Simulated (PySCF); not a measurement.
A PySCF script (with the pyscf-properties extension) for the NMR shieldings of `O=C[SiH2][C@H](O[SiH3])[SiH2]P`, C2H11O2PSi3, on a GFN2-xTB geometry:

```python
import basis_set_exchange as bse
import numpy as np
from pyscf import gto, dft
from pyscf.prop import nmr

atoms = """
O     0.445628    2.905284   -0.993120
C    -0.286064    2.975189   -0.037399
Si   -0.696864    1.435846    1.032620
C    -0.337226    0.059174   -0.221706
O    -0.341776   -1.239110    0.359288
Si   -1.604726   -2.137948    0.826440
Si    1.378272    0.219883   -1.109985
P     1.868522   -1.963240   -1.204158
H    -0.737103    3.955098    0.217473
H     0.193410    1.402104    2.192108
H    -2.094436    1.556600    1.455864
H    -1.117449    0.094513   -0.994928
H    -2.508823   -2.400510   -0.296035
H    -0.889630   -3.301700    1.316778
H    -2.370653   -1.447025    1.872658
H     2.319325    1.008358   -0.310700
H     1.281727    0.731348   -2.473148
H     2.348930   -2.068954    0.087222
H     3.139132   -1.775661   -1.726732
"""
names = dict.fromkeys(["O", "C", "Si", "P", "H"], "pcSseg-1")
basis = {el: gto.basis.parse(bse.get_basis(n, elements=[el], fmt="nwchem")) for el, n in names.items()}
mol = gto.M(atom=atoms, basis=basis, charge=0, verbose=0)
mf = dft.RKS(mol, xc="PBE0")
mf.grids.level = 2
mf.grids.alignment = dft.numint.BLKSIZE   # the property module wants whole blocks of grid points
mf.conv_tol = 1e-9
mf.kernel()

calc = nmr.RKS(mf)   # GIAO
C = mf.mo_coeff
Co = C[:, mf.mo_occ > 0]
resp = mf.gen_response(singlet=True, hermi=2)
def vind(x):   # induced exchange potential for any number of trial vectors
    d = np.einsum("pi,xij,qj->xpq", C, 2 * x.reshape(-1, C.shape[1], Co.shape[1]), Co, optimize=True)
    return np.einsum("xpq,pi,qj->xij", resp(d - d.transpose(0, 2, 1)), C, Co, optimize=True).ravel()
mo1, _ = nmr.rhf.solve_mo1(calc, with_cphf=vind)
sigma = calc.kernel(mo1)
for i, s in enumerate(sigma):   # ppm
    w = np.linalg.eigvalsh((s + s.T) / 2)
    print("%2d %-2s iso %8.1f  s11 %8.1f  s22 %8.1f  s33 %8.1f" % (i, mol.atom_pure_symbol(i), w.mean(), *w))
```

Q: Give the expected output.

A: 
```
 0 O  iso   -584.6  s11  -1617.2  s22   -544.7  s33    408.2
 1 C  iso    -63.9  s11   -203.7  s22    -89.5  s33    101.7
 2 Si iso    411.4  s11    369.5  s22    405.3  s33    459.3
 3 C  iso    136.1  s11     96.7  s22    112.0  s33    199.5
 4 O  iso    346.4  s11    296.7  s22    365.2  s33    377.2
 5 Si iso    382.6  s11    332.8  s22    343.8  s33    471.3
 6 Si iso    375.9  s11    318.9  s22    384.6  s33    424.2
 7 P  iso    620.7  s11    560.0  s22    600.5  s33    701.7
 8 H  iso     19.4  s11     14.0  s22     19.9  s33     24.4
 9 H  iso     27.3  s11     24.2  s22     26.2  s33     31.4
10 H  iso     26.8  s11     22.9  s22     25.5  s33     32.2
11 H  iso     28.1  s11     25.2  s22     26.9  s33     32.3
12 H  iso     26.9  s11     23.6  s22     25.1  s33     32.2
13 H  iso     27.0  s11     22.7  s22     25.7  s33     32.5
14 H  iso     26.8  s11     22.8  s22     25.7  s33     31.9
15 H  iso     26.9  s11     23.3  s22     25.8  s33     31.5
16 H  iso     26.6  s11     23.0  s22     24.2  s33     32.5
17 H  iso     30.6  s11     24.7  s22     28.9  s33     38.3
18 H  iso     31.0  s11     26.0  s22     26.8  s33     40.2
```

These numbers come from an equivalent density-fitted implementation of the same equations, which agrees with the script to about 0.01 ppm for H and up to a few tenths of a ppm for heavy atoms, so last digits may differ.

Size and cost of the density-fitted run: 219 basis functions, 34 s wall time on 1 thread of an AMD EPYC 9R45 96-Core, shared host; peak memory 1 GiB.
